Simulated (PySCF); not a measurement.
Compound: H9O3Si4 (doublet state).
SMILES with atom numbers: `[SiH3:1][O:2][Si:3]([O:4][SiH3:5])[O:6][SiH3:7]` (hydrogens: H8, H9, H10 on Si1; H11, H12, H13 on Si5; H14, H15, H16 on Si7)

Geometry (PBE0-D3(BJ)/def2-SVP, Å), atoms numbered from 1 in this order:
```xyz
16
H9O3Si4 angstrom
Si     2.3178   -1.6048    0.2566
O      1.3337   -0.3079    0.6283
Si    -0.2793    0.0365    0.7552
O     -0.5316    1.5604    0.1715
Si     0.2773    3.0051   -0.0319
O     -1.1040   -1.0493   -0.1760
Si    -2.5363   -1.4099   -0.9449
H      3.7210   -1.2031    0.5513
H      2.1891   -1.9570   -1.1876
H      1.9529   -2.7902    1.0877
H     -0.7343    4.0485   -0.3570
H      1.2600    2.8943   -1.1491
H      0.9964    3.3796    1.2217
H     -2.3111   -2.6186   -1.7854
H     -2.9678   -0.2691   -1.8042
H     -3.5990   -1.6966    0.0637
```

Level of theory: PBE0-D3(BJ)/def2-SVP geometry optimisation, gas phase in PySCF 2.14.0.

Masses are those of the commonest isotopes; rigid-rotor values at the optimised geometry. The values belong to one conformer with, in the numbering `[SiH3:1][O:2][Si:3]([O:4][SiH3:5])[O:6][SiH3:7]`, Si1–O2–Si3–O4 -142°, O2–Si3–O4–Si5 -27°, O2–Si3–O6–Si7 -162°.

**Question.** Give the principal moments of inertia and the rotational constants in cm⁻¹.

**Answer.** Ia = 484.50, Ib = 549.02, Ic = 965.45 u·Å²; 505379 MHz·u·Å²/I gives 1043, 920.5 and 523.5 MHz, that is A = 0.03479, B = 0.03071, C = 0.01746 cm⁻¹.

**Question.** What kind of rotor is it?

**Answer.** An asymmetric top: κ = (2 × 920.5 − 1043 − 523.5)/(1043 − 523.5) = 0.53.

**Question.** Is it planar, by Δ = Ic − Ia − Ib?

**Answer.** Not planar: Δ = Ic − Ia − Ib = -68.07 u·Å². For a rigid frame Δ = −2 Σ m c², so Σ m c² = 34.04 u·Å² lies off the ab plane: 9.94 from hydrogen and 24.09 from heavier atoms. The atom farthest from that plane is 1.64 Å away.

**Question.** Give the other two planar moments, Paa and Pbb, and the rms extents of the mass along the axes.

**Answer.** Paa = Σ m a² = (Ib + Ic − Ia)/2 = 514.98 and Pbb = Σ m b² = (Ia + Ic − Ib)/2 = 450.47 u·Å². With the mass M = 168.96 u, the rms extents √(P/M) along a, b and c are 1.75, 1.63, 0.45 Å.

**Question.** Predict some low-J microwave lines.

**Answer.** The dipole components are |μa| = 0.21 D, |μb| = 0.04 D, |μc| = 0.08 D. The squared components, which scale the intensities, stand as 1.00 : 0.03 : 0.14 (a : b : c). Some lines, for components of 0.1 D or more:

```
type  branch         J(Ka,Kc)   MHz  lower level (cm⁻¹)
   a       R  1(0,1) ← 0(0,0)  1444               0.000
   a       R  2(0,2) ← 1(0,1)  2589               0.048
   a       Q  5(2,3) ← 5(2,4)  3090               0.735
   a       Q  4(1,3) ← 4(1,4)  3152               0.410
   a       R  3(1,3) ← 2(1,2)  3585               0.135
   a       R  3(2,2) ← 2(2,1)  4332               0.187
   a       R  3(1,2) ← 2(1,1)  4584               0.175
   a       R  4(1,4) ← 3(1,3)  4641               0.255
   a       R  4(0,4) ← 3(0,3)  4644               0.255
   a       R  4(2,3) ← 3(2,2)  5508               0.332
   a       R  4(1,3) ← 3(1,2)  5603               0.328
   a       R  5(0,5) ← 4(0,4)  5689               0.410
   a       R  4(3,2) ← 3(3,1)  6117               0.390
   a       R  4(2,2) ← 3(2,1)  6533               0.366
   a       R  4(3,1) ← 3(3,0)  6743               0.397
   a       R  5(3,3) ← 4(3,2)  7396               0.594
   a       R  5(2,3) ← 4(2,2)  7632               0.584
   a       R  5(4,1) ← 4(4,0)  8338               0.666
```

**Question.** Estimate the classical rotational partition function at 100 K, 200 K and 500 K.

**Answer.** Point group C1, symmetry number σ = 1; q = (√π/σ)·√((kT/h)³/(ABC)), k/h = 20836.6 MHz/K: 238000 at 100 K, 673000 at 200 K, 2660000 at 500 K.

For this open shell read J as N, the rotation without spin; fine and hyperfine splittings come on top. No frequency check. ⟨S²⟩ = 0.751 (exact for a doublet: 0.75). Zero-point vibration and centrifugal distortion are left out. A rigid rotor knows nothing of internal rotation, which can split or shift real lines.

On one thread of an Arm Neoverse V1, shared host, this took 10 min wall. These figures are those of the optimisation.
